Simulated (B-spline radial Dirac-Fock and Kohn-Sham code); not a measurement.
## Relativistic shifts of the levels of Kr⁶⁺

System: Kr⁶⁺ in the configuration [Ar] 3d10 4s2.

Both columns are ΔSCF binding energies of the configuration average from a B-spline atomic structure program: non-relativistic Hartree-Fock with a point nucleus, and Dirac-Fock with a finite nucleus and the Coulomb interaction alone, averaged over the two j levels with weights 2j+1.

```
shell  Hartree-Fock (eV)  Dirac-Fock (eV)  shift (eV)  shift (%)
   1s            14203.1          14461.2     +258.10      +1.82
   2s             1974.2           2033.3      +59.08      +2.99
   2p             1784.4           1798.9      +14.55      +0.82
   3s              382.6            393.0      +10.44      +2.73
   3p              313.5            316.1       +2.59      +0.83
   3d              190.9            189.2       -1.73      -0.91
   4s              105.4            107.0       +1.64      +1.55
```

Relativity binds 1s, 2s, 2p, 3s, 3p, 4s more strongly, among those listed most of all 2s in relative terms, and 3d more weakly, because the contracted s and p shells screen the nucleus better.

Values without a named source are computed, but for edge energies of neutral atoms, which are taken from tables.
